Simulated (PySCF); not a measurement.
Input of a run (PBE0-D3(BJ)/def2-SVP geometry optimisation, gas phase (PySCF 2.14.0)), started from a GFN2-xTB structure with every atom displaced at random (by about 0.01 Å):
```
{"job": {"xc": "PBE0", "basis": "def2-SVP", "d3": "d3bj", "grid": 1, "shake": 0.01, "kind": "geom"}, "charge": 0, "multiplicity": 1}
C      1.836470     1.580280     1.096720
N      1.067010     0.885800     0.603030
Al    -0.760490     0.292460    -0.112470
C     -0.501100    -1.506270    -0.905410
Br    -1.790220     0.529860     1.898900
H      2.506600     2.266890     1.546990
H     -0.834890     1.594590    -0.933780
H     -0.519280    -1.456350    -2.001570
H      0.394340    -2.011670    -0.601590
H     -1.347990    -2.196520    -0.611870
```

Output (energies in Eh, forces in Eh/bohr):
```
step   0  E = -2949.54879790  max force = 0.035074
step   1  E = -2949.55380506  max force = 0.005293
step   2  E = -2949.55425515  max force = 0.002180
step   3  E = -2949.55466278  max force = 0.004480
step   4  E = -2949.55481133  max force = 0.003617
step   5  E = -2949.55499816  max force = 0.002947
step   6  E = -2949.55505435  max force = 0.002026
step   7  E = -2949.55509474  max force = 0.004083
step   8  E = -2949.55513935  max force = 0.002089
step   9  E = -2949.55519060  max force = 0.001061
step  10  E = -2949.55521863  max force = 0.002506
step  11  E = -2949.55524180  max force = 0.001797
step  12  E = -2949.55526957  max force = 0.000457
step  13  E = -2949.55528791  max force = 0.000563
step  14  E = -2949.55530457  max force = 0.000552
step  15  E = -2949.55532178  max force = 0.000385
step  16  E = -2949.55533913  max force = 0.000293
step  17  E = -2949.55535620  max force = 0.000282
step  18  E = -2949.55537392  max force = 0.000375
step  19  E = -2949.55539361  max force = 0.000420
step  20  E = -2949.55542453  max force = 0.000395
step  21  E = -2949.55547266  max force = 0.000310
step  22  E = -2949.55554628  max force = 0.000322
step  23  E = -2949.55565257  max force = 0.000314
step  24  E = -2949.55578493  max force = 0.000347
step  25  E = -2949.55592923  max force = 0.000347
step  26  E = -2949.55604909  max force = 0.000455
step  27  E = -2949.55605733  max force = 0.000420
optimisation converged
```

Q: Summarise the run.

A: The energy falls by 4.6 kcal/mol over 28 energy and gradient evaluations, the largest force component goes from 0.0351 to 4.2e-04 Eh/bohr, and the atoms move by 0.466 Å rms after alignment. The bond that changes most is Al3–H7 (ends: aluminium bonded to Br, C, N and H; Al–H hydrogen), which lengthens by 0.049 Å. Bonds longer at the end by more than 0.005 Å: 6 of 9; shorter: 2. Among the angles that change most is C1–N2–Al3, from 157.3° to 173.9°. Among the dihedrals that turn most is H7–Al3–C4–H8, from -6° to 45°. The energy never rose by more than 1e-6 Eh on the way. The first step brought 69 % of the lowering.

Q: What are the final bond lengths?

A: C1≡N2 1.147 Å, N2–Al3 2.069 Å, Al3–C4 1.957 Å, Al3–Br5 2.310 Å, C1–H6 1.082 Å, Al3–H7 1.591 Å, C4–H8 1.103 Å, C4–H9 1.102 Å, C4–H10 1.103 Å. Numbering counts from 1 in the input's order; the species is `C#[N+][Al@@H-]([CH3])[Br]`.

The run used 117 basis functions and 180 SCF cycles in all.

Whether it is a minimum is left open (no frequencies).
